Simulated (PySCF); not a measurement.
Redox energetics: `CC#C[SiH2][AsH][SiH3]` (C3H9AsSi2)

Parent: `CC#C[SiH2][AsH][SiH3]` (C3H9AsSi2). Numbering: `[CH3:1][C:2]#[C:3][SiH2:4][AsH:5][SiH3:6]`

Level of theory: B3LYP-D3(BJ)/ma-def2-SVP single points in PySCF, grid level 2; every species was optimised with B3LYP-D3(BJ)/def2-SVP. The prefix ma- adds one diffuse s and one diffuse p function on all atoms but H. Zero-point and thermal terms (298.15 K, 1 bar) come from unscaled GFN2-xTB harmonic frequencies, with soft modes damped to free rotors in the entropy. These were taken at the GFN2-xTB minima.

Frontier levels of the parent: HOMO -6.93 eV, LUMO -0.66 eV.

Oxidation to the radical cation:
```
Vertical ionisation energy (electronic)              : 8.79 eV
Adiabatic ionisation energy (with zero-point energy) : 8.07 eV
Adiabatic, electronic part                           : 8.10 eV
Vertical gap at the product's structure              : 7.29 eV
Inner reorganisation energy (four-point)             : 1498 meV
Relaxation of product / of parent                    : 684 / 814 meV
⟨S²⟩ of the product                                  : 0.755
Largest spin populations                             : As5 0.79, C2 0.15
Largest changes of atomic charge                     : As5 0.33, Si4 0.11, C2 0.11, Si6 0.09
Distances that move most (Å)                         : Si4–As5 2.387 → 2.423; C3–Si4 1.825 → 1.798; As5–Si6 2.387 → 2.410; As5–H 1.532 → 1.516
Potential in acetonitrile                            : 6.09 V absolute, 1.64 V against Fc+/Fc computed at 4.45 V (solvation -10 → -197 kJ/mol)
```

Vertical electron affinity to the radical anion: -0.70 eV. This state was not relaxed. The value is negative, so the extra electron is not bound, and the number hangs on the basis.

Solvents are IEF-PCM continua (electrostatics only, gas-phase structures); absolute potentials refer to an electron at rest in vacuum. Fc+/Fc in acetonitrile, 4.45 V, is B3LYP-D3(BJ)/ma-def2-SVP on PBE0-D3(BJ)/def2-SVP structures with GFN2-xTB thermal terms (carried over from another solvent by the shift found with PBE0). Benchmark calculations put it near 5.0 V in acetonitrile and DMSO, so it is about 0.6 V low, and the value against it can read up to that much too high.

Caveats: ma-def2-SVP is a small basis, whose errors can reach tens of kJ/mol; spin-orbit coupling is left out of the energies, which matters for open shells on the heavier atoms; atoms from Ga to Kr are treated without relativity; the run met its time limit, so the list is incomplete.
